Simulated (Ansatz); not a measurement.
`CC=C([SiH3])[SiH3]` + `C=C[Si](O)(O)O` → `C=C[Si](O)(O)[SiH3]` + `C/C=C(\O)[SiH3]`  (redistribution)

Gas-phase electronic energies from Ansatz, PBE0-D4/def2-TZVP geometries. CBS: MP2 limit from def2 TZ/QZ plus the TZ coupled-cluster correction, frozen cores. DFT in def2-TZVPP. One conformer a species, not always the lowest.

CCSD(T)/CBS gives +2.12 eV.

(1) Another level gave +2.10 eV. Which?
A. ωB97M-V/def2-TZVPP
B. PBE0/def2-TZVPP
C. PBE-D4/def2-TZVPP
D. HF/def2-TZVPP

Largest T1 diagnostic among the species: 0.013.

Results:

(1) A. ωB97M-V 2.10, HF/def2-TZVPP 2.25, PBE0 1.86, PBE-D4 1.74 eV.

From PBE to PBE0 (25 % exact exchange), in def2-TZVPP and without D4, ΔE moves by +0.16 eV. The D4 term adds +0.06 eV with B3LYP and +0.03 eV with PBE0; it sums over pairs of atoms, weighted by their polarisabilities, and B3LYP, whose exchange is more repulsive, gets the larger term.

B3LYP here is the variant with VWN-RPA as its local correlation; programs differ in this.
